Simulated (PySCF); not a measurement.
## Working out the ionisation energy of B⁺

B⁺ [He] 2s2 (1S) → B²⁺ [He] 2s1 (2S). Computed with PySCF 2.14 in aug-cc-pwCVDZ (5s4p2d, 27 functions), with the non-relativistic Hamiltonian (point nucleus). Frozen: nothing. Energies in hartree (1 hartree = 27.21139 eV):

```json
{"part": "UHF", "B⁺ (lower)": "-24.235833", "B²⁺ (upper)": "-23.374410"}
{"part": "MP2 opposite-spin", "B⁺ (lower)": "-0.058598", "B²⁺ (upper)": "-0.024067"}
{"part": "MP2 same-spin", "B⁺ (lower)": "-0.001358", "B²⁺ (upper)": "-0.000761"}
```

What does Hartree-Fock give?

(-23.374410) − (-24.235833) = 0.861423 hartree = 23.441 eV.

What do MP2 and SCS-MP2 (6/5 opposite-spin, 1/3 same-spin) give?

The opposite-spin parts differ by 0.940 eV and the same-spin parts by 0.016 eV. MP2: 23.441 + (0.940) + (0.016) = 24.397 eV. SCS-MP2: 23.441 + 1.2 × (0.940) + (0.016)/3 = 24.574 eV.

Measured between the centres of the two terms (NIST): 25.155 eV, so MP2 (valence and next inner shell) is off by -0.758 eV.

A double-zeta basis recovers only part of the correlation energy.

What remains against the reference includes basis incompleteness and correlation beyond second order.
